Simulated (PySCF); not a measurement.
Krypton: highly charged ions in a basis for the neutral atom

Kr⁶⁺ [Ar] 3d10 4s2, Kr⁷⁺ [Ar] 3d10 4s1. Calculation: PySCF 2.14, in aug-cc-pVDZ-DK (6s5p3d, 36 functions); the spin-free X2C one-electron Hamiltonian (Gaussian nucleus). No spin-orbit coupling, so a gap to NIST mixes the basis error with missing relativistic terms.

Changed run: basis of the neutral atom used for a highly charged ion. This setting is unsound on purpose.

```
species  method  sound run (hartree)  changed run (hartree)  converged
   Kr⁶⁺     UHF              not run            -2778.42952        yes
   Kr⁶⁺    TPSS              not run            -2779.97497        yes
   Kr⁶⁺    MN15              not run            -2781.86690        yes
   Kr⁷⁺     UHF              not run            -2774.49265        yes
   Kr⁷⁺    TPSS              not run            -2775.95635        yes
   Kr⁷⁺    MN15              not run            -2777.88061        yes
```

Ionisation energy of Kr⁶⁺:

```json
{"method": "UHF", "changed run (eV)": "107.13", "NIST (eV)": "109.13 ± 0.05"}
{"method": "TPSS", "changed run (eV)": "109.35", "NIST (eV)": "109.13 ± 0.05"}
{"method": "MN15", "changed run (eV)": "108.47", "NIST (eV)": "109.13 ± 0.05"}
```

The contracted functions were made for the neutral atom and can be too rigid for a highly charged ion.
